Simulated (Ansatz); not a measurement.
`[Li][N](C)C` + CH₃OH → `[Li][O]C` + `CNC`  (ligand exchange at a Li–N bond)

Isolated molecules relaxed with PBE0-D4/def2-TZVP in Ansatz; ΔE leaves out vibrations. CCSD(T)/CBS is the MP2 limit (def2-TZVPP, def2-QZVPP) plus CCSD(T) − MP2 in def2-TZVPP, frozen cores. This one scheme is used for every species. Functionals use def2-TZVPP. For Li outer-core shells are correlated without core-valence functions, which leaves a few kJ/mol of doubt a bond.

`[Li][N](C)C`:

```xyz
10

Li    0.473   -0.369    2.298
N     0.127   -0.099    0.618
C    -0.902   -0.754   -0.134
C     0.825    0.814   -0.237
H    -1.465   -1.465    0.485
H    -1.644   -0.050   -0.561
H    -0.510   -1.329   -0.998
H     1.625    1.340    0.302
H     0.167    1.596   -0.668
H     1.304    0.317   -1.105
```

CH₃OH:

```xyz
6

C    -0.019   -0.277   -0.224
O    -0.332    0.498    0.911
H    -0.635   -1.175   -0.177
H     1.033   -0.586   -0.241
H    -0.247    0.245   -1.162
H     0.201    1.295    0.893
```

`[Li][O]C`:

Cartesian coordinates in Å:
```
Li 2.431 0.127 0.117
O 0.859 0.045 0.041
C -0.504 -0.026 -0.024
H -1.000 0.810 0.501
H -0.882 -0.003 -1.062
H -0.904 -0.953 0.427
```

`CNC`:

Cartesian coordinates in Å:
```
C -1.097 -0.360 0.358
N 0.323 -0.226 0.591
C 1.034 0.273 -0.563
H -1.596 -0.685 1.273
H -1.270 -1.127 -0.403
H -1.584 0.566 0.008
H 0.485 0.381 1.383
H 0.974 -0.460 -1.373
H 2.089 0.411 -0.320
H 0.641 1.228 -0.954
```

Is it downhill or uphill in electronic energy at CCSD(T)/CBS, and by how much? (Estimate.)

Ansatz gave: Downhill: ΔE = -95.2 kJ/mol.

What do these levels give: PBE-D4, PBE0-D4, PBE, r2SCANh, HF/def2-QZVPP, MP2/def2-QZVPP? (An estimate is asked.)

Ansatz gave: PBE-D4 -93.1, PBE0-D4 -94.3, PBE -94.2, r2SCANh -96.3, HF/def2-QZVPP -104.2, MP2/def2-QZVPP -95.1 kJ/mol.

Largest T1 diagnostic among the species: 0.013.

From BLYP to BHLYP (50 % exact exchange), in def2-TZVPP and without D4, ΔE moves by −3.1 kJ/mol. At CCSD(T), def2-SVP lies −6.7 kJ/mol from the extrapolated value and def2-TZVPP +3.5 kJ/mol. Leaving LDA and LC-ωPBE aside and taking each functional with its dispersion term where it has one, the values, not all of them listed here, spread over 11.9 kJ/mol, from CAM-B3LYP-D4 to revPBE-D4.
